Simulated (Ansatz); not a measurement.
A structure relaxed at PBE-D4/def2-SVP in Ansatz, charge -1, singlet:

```tsv
atom	x (Å)	y (Å)	z (Å)
Ga1	-1.505	-1.025	-2.493
Ga2	1.349	1.952	-1.974
Ga3	-1.938	1.734	0.708
Ga4	-1.017	-2.252	1.851
Ga5	1.838	0.725	2.372
As6	-0.985	1.215	-1.554
As7	-0.538	-2.434	-0.627
As8	2.472	0.706	-0.078
As9	-0.572	0.176	2.122
H10	-0.658	-1.338	-3.801
H11	-3.066	-1.322	-2.447
H12	1.932	1.358	-3.329
H13	1.544	3.487	-1.612
H14	-3.453	1.253	0.741
H15	-1.555	3.230	1.087
H16	-2.568	-2.574	1.981
H17	0.062	-3.148	2.601
H18	2.042	2.235	2.824
H19	2.651	-0.449	3.072
H20	-1.772	2.134	-2.495
H21	-0.711	-3.904	-1.024
H22	0.983	-2.421	-0.795
H23	3.974	0.993	-0.166
H24	2.582	-0.758	-0.504
H25	-1.093	0.428	3.541
```

(1) Give its formula and point group.

(2) Summarise the bond lengths by kind (pairs closer than 1.2 times the sum of covalent radii, bridged metal pairs left out).

## Answers

(1) Ga₅As₄H₁₆⁻, a cluster cut from zinc blende GaAs (hydrogen-capped). Point group C2v (tolerance 0.1 Å).

(2) 10 × As–Ga 2.48 to 2.53 Å; 10 × Ga–H 1.59 Å; 6 × As–H 1.53 Å.
